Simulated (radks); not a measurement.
Values are calculated unless marked as measured or tabulated.
Q: These are the eigenvalues of the occupied orbitals of an atom or ion with whole-number occupations (eV). Code: a radial shooting solver on a logarithmic mesh with Libxc functionals. Model: scalar-relativistic Kohn-Sham, Slater X-alpha with alpha = 0.802, spin-polarised, spherical densities, finite nucleus; Fermi nuclear charge, rms radius of each element as measured or else 0.836 A^(1/3) + 0.57 fm.

orbital  eigenvalue
1s         -62.0234

Which element is it, and in what charge state? The configuration may be excited. Open shells, if any, are filled with parallel spins first.

A: Z = 3, lithium, charge +1: Li+ in [He]. The 1s level, -2.2793 hartree, gives Z - s = 2.1 by -(Z - s)^2/2, which with screening and relativity narrows Z to a few neighbours, and with so few levels the electron count can be read from the list.
